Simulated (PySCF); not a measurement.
C₂H₇Si, SMILES [CH2][SiH2]C, multiplicity 2. Atoms are numbered in the order given.

```xyz
10

C      1.5415     0.6095     0.1654
Si     0.0861    -0.4672    -0.2446
C     -1.5278     0.3305     0.3189
H      2.5492     0.2127     0.3337
H      1.4711     1.7031     0.2090
H      0.0169    -0.7040    -1.7250
H      0.2649    -1.8054     0.3986
H     -1.5344     0.4785     1.4105
H     -2.3919    -0.2987     0.0519
H     -1.6632     1.3138    -0.1602
```
Charge 0, spin multiplicity 2.

Geometry: B3LYP-D3(BJ)/def2-SVP. The isomer is the one that the SMILES or the coordinates give; other isomers of the formula were not compared.

The numbers are results of B3LYP/pcH-1 (PySCF), not measurements.

Unrestricted Kohn–Sham, ⟨S²⟩ = 0.753. Hyperfine tensors hold the contact and dipolar terms, without spin-orbit corrections.

Computed hyperfine couplings:
```tsv
nucleus	A(iso) (MHz)	A(iso) (G)	dipolar principal values (MHz)
13C no. 1	85.5	30.5	-76.8, -76.5, 153.3
29Si no. 2	47.4	16.9	-2.7, 0.6, 2.1
13C no. 3	9.1	3.3	-1.3, -1.1, 2.4
1H no. 4	-59.3	-21.1	-35.9, -1.6, 37.5
1H no. 5	-59.0	-21.0	-35.9, -1.5, 37.4
1H no. 6	92.6	33.1	-3.6, -1.4, 5.0
1H no. 7	23.6	8.4	-3.2, -2.6, 5.8
1H no. 8	-1.2	-0.4	-2.5, -1.7, 4.1
1H no. 9	1.0	0.3	-1.3, -1.1, 2.4
1H no. 10	-1.0	-0.4	-2.0, -1.7, 3.7
```

Problem. And the g tensor (effective nuclear charges for spin-orbit coupling, GIAO)? (The exact figures need the calculation; the answer reports its results.)

Solution. principal values 2.0022, 2.0029, 2.0030; isotropic 2.0027.
